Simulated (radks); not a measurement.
Al V, 9 electrons, occupied as [He] 2p5 3p2 (not the ground configuration). Method: Dirac Kohn-Sham, LDA (Slater exchange, Perdew-Wang correlation), spin-unpolarised, spherical densities, finite nucleus; open shells fill j = l - 1/2 first; Fermi nuclear charge, rms radius 3.061 fm; computed with a radial shooting solver on a logarithmic mesh with Libxc functionals.

Unscreened Slater integrals over Kohn-Sham orbitals (eV). Large and small components are both included. Empty in this configuration: 2s1/2.

integral,value
"F0(3p1/2,3p1/2)",14.353
"F0(3p1/2,2p3/2)",19.235
"G2(3p1/2,2p3/2)",1.7841
"F0(3p1/2,2p1/2)",19.244
"G0(3p1/2,2p1/2)",1.7240
"F0(3p1/2,1s1/2)",21.717
"G1(3p1/2,1s1/2)",1.4858
"F0(3p1/2,2s1/2)",18.905
"G1(3p1/2,2s1/2)",1.3396
"F0(2p3/2,2p3/2)",47.031
"F2(2p3/2,2p3/2)",21.975
"F0(2p3/2,2p1/2)",47.104
"G2(2p3/2,2p1/2)",21.978
"F0(2p3/2,1s1/2)",65.258
"G1(2p3/2,1s1/2)",9.5936
"F0(2p3/2,2s1/2)",44.335
"G1(2p3/2,2s1/2)",26.250
"F0(2p1/2,2p1/2)",47.178
"F0(2p1/2,1s1/2)",65.496
"G1(2p1/2,1s1/2)",9.6443
"F0(2p1/2,2s1/2)",44.393
"G1(2p1/2,2s1/2)",26.242
"F0(1s1/2,1s1/2)",212.87
"F0(1s1/2,2s1/2)",59.928
"G0(1s1/2,2s1/2)",5.1497
"F0(2s1/2,2s1/2)",42.551
